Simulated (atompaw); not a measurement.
**Logarithmic derivatives: S, PAW (atompaw)**

atompaw 4.2.0.5 input, output lines left out:

```
S 16
GGA-PBESOL loggrid 1500 logderivrange -3 5 201
3 3 0 0 0 0
3 0 1.5
3 1 4.5
0 0 0
c
c
v
c
v
2
1.85 1.70 1.65 1.05
y
-0.15
n
y
2.55
n
y
0.25
y
2.95
n
custom polynom2 7 10 vanderbiltortho besselshape
bessel
1.70
1.85
1.15
1.15
1.85
1.85
```

The phase is arctan(r·u′/u) with u = r·R(r), unwrapped; energies in Ry, scanned from -3 to 5 Ry. A pole is an energy at which the radial function vanishes at the test radius. The pseudo phase is shifted by a multiple of π to meet the all-electron one at the reference energy, and phase errors are pseudo minus all-electron; the curves can meet again beyond the range given. Levels narrower than the energy grid can be missing from the lists of poles.

```csv
channel,radius (bohr),reference energy (Ry),"poles, all-electron","poles, pseudo",unbroken range about the reference energy with phases within 0.05 rad,phase error 1 Ry above the reference energy (rad)
s,1.85,-1.28,1.12,1.11,the whole range,+0.000
p,1.85,-0.53,2.27,2.27,the whole range,-0.000
d,1.85,0.25,3.42,3.42,the whole range,+0.000
```

Phases in the d channel:

```
E (Ry)  all-electron  pseudo
 -3.00         1.266   1.266
 -2.52         1.240   1.240
 -2.04         1.207   1.207
 -1.56         1.163   1.163
 -1.08         1.099   1.099
 -0.60         1.002   1.002
 -0.12         0.834   0.834
  0.36         0.502   0.502
  0.84        -0.144  -0.144
  1.32        -0.820  -0.820
  1.80        -1.181  -1.181
  2.28        -1.364  -1.364
  2.76        -1.473  -1.473
  3.24        -1.548  -1.548
  3.72        -1.606  -1.606
  4.20        -1.657  -1.657
  4.68        -1.706  -1.705
```
